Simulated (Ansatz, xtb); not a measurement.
C4H4N2O: which of two isomers lies lower

Structure I: `O=Cc1c[nH]cn1`, a singlet. Structure II: `O=Cc1cnc[nH]1`, a singlet. Both are isolated molecules in the gas phase, relaxed with B3LYP/def2-SVP; the shapes shown needn't be the lowest conformers.

I (Å):

```xyz
11

C    -1.8346    2.3008    0.7030
C    -0.6996    1.6218    0.0645
C    -0.5478    0.2596   -0.1441
C     1.1908    1.3896   -0.9119
N     0.6608    0.1285   -0.7666
N     0.3953    2.3040   -0.4219
O    -2.8125    1.7342    1.1416
H    -1.7183    3.4131    0.7520
H    -1.1930   -0.5800    0.1001
H     1.0879   -0.7409   -1.0664
H     2.1589    1.5596   -1.3839
```

II (Å):

```
atom    x (Å)   y (Å)    z (Å)
   C  -1.7403  1.2394  -1.7828
   C  -0.8555  1.5486  -0.6716
   C   0.5270  1.6218  -0.5320
   C  -0.2869  2.0924   1.3857
   N   0.8625  1.9584   0.7430
   N  -1.3493  1.8568   0.5800
   O  -2.9531  1.2313  -1.6869
   H  -1.2237  1.0059  -2.7460
   H   1.2800  1.4447  -1.3004
   H  -0.3951  2.3596   2.4374
   H  -2.3398  1.8868   0.8011
```

Energies in hartree; the thermal terms are from GFN2-xTB frequencies at re-optimised GFN2-xTB minima (ideal gas, soft modes damped towards free rotors, one conformer each, 298.15 K, 1 atm) and include the zero-point energy:

```
                              I           II
E, CCSD(T)/def2-SVP  −338.379927  −338.381414
    E, MP2/def2-SVP  −338.310818  −338.312619
  E, MP2/def2-TZVPP  −338.929915  −338.932766
  zero-point energy     0.077765     0.077948
       H(298 K) − E     0.084462     0.084603
       G(298 K) − E     0.048117     0.048324
```

**Question.** Correct the CCSD(T) difference for the basis set by the MP2 change, then work out ΔE, ΔE₀, ΔH and ΔG for I → II in kcal/mol (1 Eh = 627.51 kcal/mol) and the equilibrium ratio [II]/[I].

**Answer.** 1. Differences II − I: CCSD(T) −0.001487, MP2 in the small set −0.001801, MP2 in the large set −0.002851 Eh.
2. ΔE = −0.001487 + (−0.002851 − (−0.001801)) = −0.002537 Eh = −1.59 kcal/mol.
3. ΔE₀ = ΔE + ΔZPE = −0.002537 + (+0.000183) Eh = −1.48 kcal/mol.
4. ΔH = ΔE + (+0.000141) Eh = −1.50 kcal/mol.
5. ΔG = ΔE + (+0.000207) Eh = −1.46 kcal/mol, so ΔS = (ΔH − ΔG)/T = −0.6 J/(mol K).
6. kT = 0.9442 mEh, so K = [II]/[I] = exp(−ΔG/kT) = exp(+2.47) ≈ 12.

The sums favour II, but ΔE leans on the basis-set step (CCSD(T) alone has the other sign or is under 1 kcal/mol), so the order isn't settled. An error of 1 kcal/mol in ΔG would change K by a factor of 5.4. HF/STO-3G gave ΔE the other sign. Mirror images and further conformers aren't counted.

As drawn, both hold the same kinds of bond in the same numbers.

Other levels gave ΔE = −2.1 (GFN2-xTB); +0.8 (HF/STO-3G, GFN2-xTB geometries); −2.5 (r2SCAN-D4/def2-SVP, GFN2-xTB geometries); −2.0 (B3LYP/def2-SVP); −0.7 (HF/def2-SVP); −1.1 (MP2/def2-SVP); −0.9 (CCSD(T)/def2-SVP) kcal/mol. The correlated steps freeze 7 core orbitals. Programs: Ansatz 0.2.0, xtb 6.7.1.
